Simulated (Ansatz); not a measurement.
C₃H₅ClSi, SMILES `C#C[SiH](C)Cl`, relaxed with RKS PBE0-D4/def2-TZVP in Ansatz 0.2.0 from a PBE-D4/def2-SVP geometry. The force threshold is 0.005 eV/Å; the program also tests the step.

Total charge 0; spin multiplicity 1.

Start:

```xyz
10

C     1.261   -2.281    0.482
C     0.751   -1.288   -0.033
Si   -0.028    0.196   -0.781
C    -0.917    1.199    0.529
Cl    1.472    1.363   -1.648
H     1.712   -3.155    0.933
H    -0.950   -0.241   -1.880
H    -1.375    2.104    0.082
H    -0.208    1.515    1.320
H    -1.717    0.588    0.995
```

| step | energy (eV) | largest force (eV/Å) | largest move (Å) |
| --- | --- | --- | --- |
| 1 | -23583.4474 | 1.835 | 0.000 |
| 2 | -23583.5094 | 0.160 | 0.040 |
| 3 | -23583.5122 | 0.060 | 0.015 |
| 4 | -23583.5123 | 0.013 | 0.004 |
| 5 | -23583.5123 | 0.005 | 0.004 |
| 6 | -23583.5123 | 0.001 | 0.001 |

End:

```xyz
10

C     1.245   -2.255    0.474
C     0.751   -1.277   -0.030
Si   -0.026    0.196   -0.768
C    -0.908    1.188    0.524
Cl    1.450    1.341   -1.629
H     1.687   -3.119    0.915
H    -0.931   -0.240   -1.855
H    -1.362    2.076    0.080
H    -0.212    1.504    1.304
H    -1.695    0.585    0.985
```

Hardware: 4 threads of a server CPU on a shared host. Wall time 15 s, peak host memory 0.52 GiB.
